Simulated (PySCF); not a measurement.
# BAs⁻: one state, many levels of theory

State: ²Σ⁺ (doublet), unpaired electrons σ ↑. Set-up: B def2-SVPD, As def2-SVPD; no relativity (PySCF 2.14). De refers to B + As⁻ in their high-spin ground configurations, without counterpoise correction. The functionals are run spin-unrestricted. A positive dipole points towards As; it is taken about the centre of mass and depends on that origin.

```csv
Level,Re (Å),ωe (cm⁻¹),De (eV),μ (D)
TPSS,1.808,880,n/a,2.52
r²SCAN,1.797,909,n/a,2.31
PBE0,1.795,914,n/a,2.39
B97-3,1.798,906,n/a,2.46
```

Spin–orbit coupling is left out. The highest Kohn–Sham level is positive in this anion. Much of that is self-interaction error, but it also means that the finite basis helps to hold the extra electron. The state is the lowest determinant that a PBE0 search found; another state may lie lower at other levels.

The whole job (state search and all levels along the bond) took about 3 min on 1 thread of Intel Xeon Platinum 8259CL @ 2.50GHz (shared host), peak memory 0.78 GiB.
